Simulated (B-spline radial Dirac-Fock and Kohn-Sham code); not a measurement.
## What relativity does to the binding energies of Os³¹⁺

System: osmium as Os³¹⁺, [Kr] 4d9.

Both columns are ΔSCF binding energies of the configuration average from an atomic code on a B-spline grid: non-relativistic Hartree-Fock with a point nucleus, and Dirac-Fock with a finite nucleus and the Coulomb interaction alone, averaged over the two j levels with weights 2j+1.

```tsv
shell	Hartree-Fock (eV)	Dirac-Fock (eV)	shift (eV)	shift (%)
1s	69056.8	75434.6	+6377.74	+9.24
2s	12519.8	14217.0	+1697.24	+13.56
2p	12039.2	12606.2	+566.94	+4.71
3s	3828.3	4255.6	+427.31	+11.16
3p	3606.2	3767.1	+160.94	+4.46
4s	1601.9	1731.8	+129.90	+8.11
4p	1502.1	1552.7	+50.62	+3.37
4d	1323.3	1322.3	-1.05	-0.08
```

Relativity binds 1s, 2s, 2p, 3s, 3p, 4s, 4p more strongly, among those listed most of all 2s in relative terms, and 4d more weakly, because the contracted s and p shells screen the nucleus better.

Values without a named source are computed, but for edge energies of neutral atoms, which are taken from tables.
